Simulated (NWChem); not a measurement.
System: oxalic acid (C2H2O4); SMILES O=C(O)C(=O)O

Here is an NWChem input.

```
start job
memory heap 200 mb stack 900 mb global 1100 mb
geometry units angstroms noautosym nocenter noautoz
  O      1.054099     1.396354    -0.011453
  C     -0.109431     0.759676     0.000490
  O     -1.185976     1.283052     0.011245
  C      0.109431    -0.759676     0.000490
  O     -1.054099    -1.396354    -0.011453
  O      1.185976    -1.283052     0.011245
  H      0.854407     2.345514    -0.009296
  H     -0.854407    -2.345514    -0.009296
end
basis spherical
  O library pcseg-2
  C library pcseg-2
  H library pcseg-2
end
dft
  xc pbe0
  iterations 150
  semidirect filesize 400000000
end
cosmo
  do_cosmo_smd true
  solvent water
end
task dft energy
```

Parts of the log:

```
             Northwest Computational Chemistry Package (NWChem) 7.3.0
             --------------------------------------------------------

                             Geometry "geometry" -> ""
                             -------------------------

 Output coordinates in angstroms (scale by  1.889725989 to convert to a.u.)

  No.       Tag          Charge          X              Y              Z
 ---- ---------------- ---------- -------------- -------------- --------------
    1 O                    8.0000     1.05409900     1.39635400    -0.01145300
    2 C                    6.0000    -0.10943100     0.75967600     0.00049000
    3 O                    8.0000    -1.18597600     1.28305200     0.01124500
    4 C                    6.0000     0.10943100    -0.75967600     0.00049000
    5 O                    8.0000    -1.05409900    -1.39635400    -0.01145300
    6 O                    8.0000     1.18597600    -1.28305200     0.01124500
    7 H                    1.0000     0.85440700     2.34551400    -0.00929600
    8 H                    1.0000    -0.85440700    -2.34551400    -0.00929600

 Effective nuclear repulsion energy (a.u.)     232.8134047334

                                 NWChem DFT Module
                                 -----------------

 Summary of "ao basis" -> "ao basis" (spherical)
 ------------------------------------------------------------------------------
       Tag                 Description            Shells   Functions and Types
 ---------------- ------------------------------  ------  ---------------------
 O                          pcseg-2                 10       30   4s3p2d1f
 C                          pcseg-2                 10       30   4s3p2d1f
 H                          pcseg-2                  6       14   3s2p1d

 in cosmo_initialize ...
 calling solv_data for solv:h2o

 solvent parameters
 solvname_short: h2o
 solvname_long:  water
 dielec:       78.4000
 dielecinf:     1.7769
 aqueous SMD model solvent descriptors
 dielec:       78.4000
 sola:          0.8200

          ---------------
          -cosmo- solvent
          ---------------
 Cosmo: York-Karplus, doi: 10.1021/jp992097l
 dielectric constant -eps-     =  78.40
 screen = (eps-1)/(eps    )    =   0.98724
 surface charge correction     = lagrangian

   van der Waals surface
 --------------------------

[...]

                                COSMO-SMD solvation results
                                ---------------------------

             internal energy in gas <Psi(g)|H|Psi(g)> =      -378.084439454995
         internal energy in solvent <Psi(s)|H|Psi(s)> =      -378.079238428061
                               delta internal energy  =         0.005201026935 (    3.26 kcal/mol)
   total free energy in solvent <Psi(s)|H+V/2|Psi(s)> =      -378.112352947132
 polarization energy contribution <Psi(s)|V/2|Psi(s)> =        -0.033114519071 (  -20.78 kcal/mol)
    total free energy in solvent including G(SMD-CDS) =      -378.103113568628
                       G(SMD-CDS) energy contribution =         0.009239378504 (    5.80 kcal/mol)
     1 M fixed-concentration free energy of solvation =        -0.018674113632 (  -11.72 kcal/mol)

                       DFT Final Molecular Orbital Analysis
                       ------------------------------------

 Vector   21  Occ=2.000000D+00  E=-3.776022D-01
              MO Center= -5.8D-09,  7.1D-08,  2.3D-03, r^2= 3.5D+00
   Bfn.  Coefficient  Atom+Function         Bfn.  Coefficient  Atom+Function
  ----- ------------  ---------------      ----- ------------  ---------------
    66      0.256332  3 O  py               156      0.256332  6 O  py
    69      0.222935  3 O  py               159      0.222935  6 O  py
    65      0.186868  3 O  px               155      0.186868  6 O  px
    68      0.159304  3 O  px               158      0.159303  6 O  px
     5      0.139778  1 O  px               125      0.139778  5 O  px

 Vector   22  Occ=2.000000D+00  E=-3.697049D-01
              MO Center= -3.1D-10, -1.0D-08, -2.2D-03, r^2= 3.6D+00
   Bfn.  Coefficient  Atom+Function         Bfn.  Coefficient  Atom+Function
  ----- ------------  ---------------      ----- ------------  ---------------
     7      0.276434  1 O  pz               127      0.276434  5 O  pz
    10      0.244362  1 O  pz               130      0.244362  5 O  pz
    67     -0.226193  3 O  pz               157     -0.226193  6 O  pz
    70     -0.197642  3 O  pz               160     -0.197642  6 O  pz
    13      0.142289  1 O  pz               133      0.142289  5 O  pz

 Vector   23  Occ=2.000000D+00  E=-3.158391D-01
              MO Center=  3.6D-09, -1.4D-08,  7.0D-03, r^2= 3.5D+00
   Bfn.  Coefficient  Atom+Function         Bfn.  Coefficient  Atom+Function
  ----- ------------  ---------------      ----- ------------  ---------------
    66      0.304905  3 O  py               156     -0.304905  6 O  py
    69      0.262330  3 O  py               159     -0.262330  6 O  py
    72      0.177721  3 O  py               162     -0.177720  6 O  py
     5      0.145362  1 O  px               125     -0.145362  5 O  px
     8      0.127621  1 O  px               128     -0.127621  5 O  px

 Vector   24  Occ=0.000000D+00  E=-8.108416D-02
              MO Center=  1.6D-10,  4.7D-10,  1.6D-03, r^2= 2.6D+00
   Bfn.  Coefficient  Atom+Function         Bfn.  Coefficient  Atom+Function
  ----- ------------  ---------------      ----- ------------  ---------------
    40      0.318864  2 C  pz               100      0.318864  4 C  pz
    37      0.257238  2 C  pz                97      0.257238  4 C  pz
    73     -0.241104  3 O  pz               163     -0.241104  6 O  pz
    67     -0.225485  3 O  pz               157     -0.225485  6 O  pz
    70     -0.204211  3 O  pz               160     -0.204211  6 O  pz

[...]
```

Level: PBE0/pcseg-2, SMD on the gas-phase geometry. Structure relaxed at the PBE0/def2-SVP level. Solvent: water.
